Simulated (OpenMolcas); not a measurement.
Cl VII: effect of the IPEA shift

* Program: OpenMolcas
* Basis: ANO-RCC-VTZP [5s4p2d1f]
* Scalar Hamiltonian: DKH2, point nucleus
* Active space: 1 electron in 4 orbitals (3s 3p)
* State averaging: 2S+1 = 2 even, 1 root; 2S+1 = 2 odd, 3 roots
* Spin-orbit coupling: RASSI with atomic mean-field integrals over the reference wave functions, term energies averaged over their components

Methods on the same reference wave functions:
A. CASSCF
B. SS-CASPT2, IPEA 0 Eh, imaginary shift 0.1 Eh (closed shells correlated: 2s 2p)
C. SS-CASPT2, IPEA 0.25 Eh, imaginary shift 0.1 Eh (closed shells correlated: 2s 2p)

Energies in cm-1 above 3s 2S 1/2, the measured ground level; measured values from Moore, Atomic Energy Levels, vol. I, NSRDS-NBS 35 (1971 reprint of NBS Circular 467, 1949).

| Level | A | B | C | Measured |
| --- | --- | --- | --- | --- |
| 3s 2S 1/2 | 0.0 | 0.0 | 0.0 | 0.0 |
| 3p 2P* 1/2 | 122979 | 123264 | 123264 | 123001 |
| 3p 2P* 3/2 | 124642 | 124927 | 124926 | 124891 |

Deviations, from unrounded energies. A percentage is the sum of absolute deviations over the sum of measured energies, with the sign that they share, or ± where signs differ.

```tsv
Against measurement	Levels	A	B	C
mean absolute deviation (cm-1)	2	140	150	150
other configurations (%)	2	-0.1	+0.1	+0.1
```

A lies closest to measurement on these levels and B furthest from it. The largest miss of A in the table is 3p 2P* 3/2, by -250 cm-1. The ranking rests on the paired levels alone, and a cruder setting can come out closer through cancelling errors.

Between B and C no level of the table moves by more than 5 cm-1.

The lowest spin-free term lies below A's lowest term by 0.018 hartree in B, 0.018 hartree in C.

With one active electron the reference holds no correlation, so core polarisation is missing (holds for A). With one active electron, CASPT2 adds the correlation within the correlated inactive shells and between them and that electron, and leaves the splitting within a term as the reference gives it (holds for B; C). Computed and measured levels are paired by configuration, term and J; levels that our copy of the source lacks, or whose pairing is in doubt (as where it misses far off the trend of its configuration), stay unpaired and out of the deviations. Levels of configurations outside the active space are missing.

* marks odd parity.
